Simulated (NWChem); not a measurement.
TaN2H4OF; SMILES [O]=[Ta]([NH2])([F])[NH2]

```xyz
9

Ta     0.0370    -0.0187     0.0000
O      1.6874     0.4591     0.0000
F     -0.1915    -1.9101     0.0000
N     -0.7513     0.7673    -1.6366
H     -1.7331     0.7286    -1.9012
H     -0.2441     1.3409    -2.3054
N     -0.7513     0.7673     1.6366
H     -0.2441     1.3409     2.3054
H     -1.7331     0.7286     1.9012
```
Atoms are numbered in this order, from 1.

Program: NWChem. Medium grid unless said otherwise, to which SCAN and Minnesota functionals are sensitive. Geometry: optimised at PBE0/def2-SVP. Not confirmed as a minimum by frequencies. def2 effective core potentials on Ta; no spin-orbit coupling.

For level SCAN/def2-SVP:

```
Quantity                     Value
---------------------------  -----
highest occupied level (eV)  -6.61
orbital gap (eV)              5.53
```

What are these values for level CAM-B3LYP/def2-SVP?

The highest occupied level (eV) comes out as -9.10 and the orbital gap (eV) is 9.63.
